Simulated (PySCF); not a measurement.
Ranking problems on computed properties.

Species are written as SMILES; each is one conformer at its optimised geometry, gas phase, non-relativistic unless stated. Electronic properties by PySCF.

Dipoles, sizes and rotational constants follow the conformer. The torsions of the flexible species, by atom-mapped SMILES:
- `[CH2:1]=[CH:2][C@@H:3]([SiH3:4])[CH2:5][S:6](=[O:7])(=[O:8])[Cl:9]`: C1–C2–C3–Si4 104°, C2–C3–C5–S6 -175°, C3–C5–S6–O7 -53°
- `[CH3:1][O:2][c:3]1[p:4][cH:5][p:6][cH:7][c:8]1[CH3:9]`: C1–O2–C3–P4 0°
- `[CH3:1][SiH2:2][CH2:3][C:4](=[O:5])[NH:6][C:7]1=[CH:8][CH2:9][CH2:10]1`: C1–Si2–C3–C4 -61°, Si2–C3–C4–O5 90°, C3–C4–N6–C7 177°, C4–N6–C7–C8 180°
- `[CH3:1][C@:2]([F:3])([CH2:4][C:5]([F:6])([F:7])[F:8])[S:9](=[O:10])(=[O:11])[Cl:12]`: C1–C2–C4–C5 -68°, C2–C4–C5–F6 -79°, C1–C2–S9–O10 -67°

The conformers of `C[C@@H]1CCC[C@@H]1CC#N`, `C#C[C@@H]1CC[Si@@](Cl)(O[SiH3])C1` and `C#C[Si@@]1(Cl)CCC[Si@@H](O)C1` aren't listed.

Question: Rank by HOMO energy, lowest first (PBE0/pcSseg-1 at GFN2-xTB geometries).
A. `C(#N)C[C@@H]1[C@H](C)CCC1`
B. `C[C@](F)(CC(F)(F)F)S(=O)(=O)Cl`
C. `C=C[C@@H]([SiH3])CS(=O)(=O)Cl`
D. `C[SiH2]CC(=O)NC1=CCC1`
E. `C#C[C@@H]1CC[Si@](Cl)(C1)O[SiH3]`
F. `O(C)c1pcpcc1C`

Answer: B (-9.31 eV), A (-8.99 eV), C (-7.78 eV), E (-7.66 eV), F (-6.58 eV), D (-6.24 eV).

Question: Rank by dipole moment, lowest first (PBE0/pcSseg-1 at GFN2-xTB geometries).
A. `C=C[C@@H]([SiH3])CS(=O)(=O)Cl`
B. `c1cccc2cc(C)[pH]c12`
C. `COc1pcpcc1C`
D. `C[SiH2]CC(=O)NC1=CCC1`

Answer: B (0.99 D), C (2.31 D), D (2.67 D), A (3.70 D).

Question: Rank by HOMO–LUMO gap, highest first (PBE0/pcSseg-1 at GFN2-xTB geometries).
A. `COc1pcpcc1C`
B. `C[SiH2]CC(=O)NC1=CCC1`
C. `c1(C)[pH]c2ccccc2c1`
D. `C#C[C@@H]1CC[Si@@](Cl)(O[SiH3])C1`
E. `C[C@](F)(CC(F)(F)F)S(=O)(=O)Cl`
F. `C#C[Si@@]1(Cl)CCC[Si@@H](O)C1`

Answer: D (7.84 eV), F (7.73 eV), E (7.60 eV), B (6.17 eV), C (5.36 eV), A (4.92 eV).
